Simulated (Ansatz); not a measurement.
Reaction (SMILES): N[SiH2]N[SiH3] → N[SiH2]N[SiH2] + H atom (the H-Si bond at the site shown breaks; other sites are not compared here)
Geometries: B3LYP-D3(BJ)/def2-TZVP minima from Ansatz (a first-principles code), one conformer each, not searched for the lowest.

Wanted: bond dissociation energy (electronic energy difference), in kJ/mol. Valence correlation only, unless marked. UHF or UKS for open shells. Spin-orbit coupling is left out. Non-relativistic. CBS(X,Y): correlation extrapolated as X^-3; Hartree-Fock from the larger set.

```tsv
level	program	bond dissociation energy (kJ/mol)
HF/6-31G*	Ansatz	322.7
PBE0/6-31G*	Ansatz	380.1
```

### Question
Estimate the value at CCSD(T)/CBS(cc-pV(T+d)Z,cc-pV(Q+d)Z) as computed with Ansatz.

### Answer
403.8 kJ/mol
